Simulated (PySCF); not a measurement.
C₂H₅FOSi₂.

```xyz
11

F     -0.2528     2.5088     0.0000
C     -0.2017     1.1648     0.0000
C     -1.3554     0.4652     0.0000
O     -1.4146    -0.8825     0.0000
Si     0.0688    -1.7455     0.0000
Si     1.4005     0.1843     0.0000
H     -2.3321     0.9619     0.0000
H      0.1106    -2.6045     1.2167
H      0.1106    -2.6045    -1.2167
H      2.2374     0.4021     1.2171
H      2.2374     0.4021    -1.2171
```

Geometry optimised at PBE0-D3(BJ)/def2-SVP. The structure was generated by enumeration, and PubChem lists no compound with its InChIKey, so it may never have been made.

Computed with HF/pcSseg-1 run with PySCF. Non-relativistic, no solvent.

Computed absolute GIAO shielding of each atom: isotropic value and principal components (ppm):
| atom | σ(iso) | σ11 | σ22 | σ33 | span |
|---|---|---|---|---|---|
| F1 | 419.4 | 337.3 | 431.4 | 489.6 | 152.3 |
| C2 | 37.7 | -59.4 | 85.1 | 87.4 | 146.9 |
| C3 | 26.4 | -104.0 | 70.0 | 113.3 | 217.2 |
| O4 | 299.3 | 257.8 | 280.0 | 360.1 | 102.3 |
| Si5 | 404.9 | 348.9 | 388.7 | 477.2 | 128.3 |
| Si6 | 475.8 | 446.0 | 486.2 | 495.2 | 49.1 |
| H7 | 24.1 | 22.1 | 23.1 | 27.1 | 5.0 |
| H8 | 27.0 | 23.8 | 25.1 | 32.0 | 8.3 |
| H9 | 27.0 | 23.8 | 25.1 | 32.0 | 8.3 |
| H10 | 27.6 | 24.4 | 25.0 | 33.3 | 8.8 |
| H11 | 27.6 | 24.4 | 25.0 | 33.3 | 8.8 |
